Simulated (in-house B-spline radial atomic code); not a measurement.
## Ionising As VI (As5+) with different functionals

Computed with a B-spline radial code for spherical atoms: four-component Dirac-Coulomb Hamiltonian, Fermi nucleus of rms radius 4.0968 fm, spin-restricted, spherical fractional occupations for the functionals. The ionisation energy is the difference of two self-consistent energies, [Ar] 3d10 → [Ar] 3d9, without Breit or QED terms; ε is the level of the shell that loses the electron (mean over j). The electron is taken from both j subshells in proportion to 2j + 1, so the result is a j average, not the step between ground levels.

Hybrids are left out here: with spherical fractional occupations of an open shell their exact exchange keeps a self-interaction that integer-occupation calculations don't have.

```
           method  rung  ΔSCF (eV)  -ε(3d) (eV)
         LDA VWN5   LDA     121.95       107.56
 relativistic LDA   LDA     121.97       107.57
         LDA PW92   LDA     121.94       107.55
LDA exchange-only   LDA          ?            ?
              PBE   GGA     121.62       107.21
           PBEsol   GGA     121.57       107.17
             BLYP   GGA     121.53       107.14
             RPBE   GGA     121.52       107.11
             PW91   GGA          ?            ?
             BP86   GGA     121.67       107.26
             AM05   GGA     121.61       107.21
             OLYP   GGA     122.24       107.77
```

(1) What does PW91 give?

(2) What does LDA exchange-only give?

(3) How do they compare with the NIST value?

## Answers

(1) ΔSCF 121.77 eV, and -ε(3d) = 107.36 eV.

(2) ΔSCF 119.84 eV, and -ε(3d) = 105.49 eV.

(3) NIST lists 121.19 eV ± 0.06 (measured, ground level to ground level). Errors run from -1.35 to +1.05 eV; RPBE is closest (+0.33 eV), though others lie within the uncertainty of it, and part of that can be cancellation, since the calculations leave out Breit-QED terms, spin polarisation, the choice among j levels, multiplet and fine-structure energies.
